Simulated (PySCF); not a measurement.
(2S)-2-methylthietane (C4H8S), SMILES C[C@H]1CCS1. Coordinates come from a PBE-D3(BJ)/def2-SVP optimisation.

Computed equilibrium geometry at PBE-D3(BJ)/def2-SVP (PySCF confirms it by a frequency run) as Cartesian coordinates in Å:
```xyz
13

C      2.0359     0.3704    -0.0089
C      0.7348    -0.4051     0.0280
C     -0.1421    -0.3065     1.2972
C     -1.4964    -0.2239     0.5681
S     -0.6654     0.2705    -1.0159
H      2.5066     0.3259    -1.0121
H      1.8663     1.4365     0.2446
H      2.7599    -0.0547     0.7194
H      0.9053    -1.4648    -0.2617
H      0.0725     0.6453     1.8251
H     -0.0298    -1.1389     2.0240
H     -2.2236     0.5192     0.9494
H     -2.0041    -1.2048     0.4605
```
Charge 0, spin multiplicity 1.
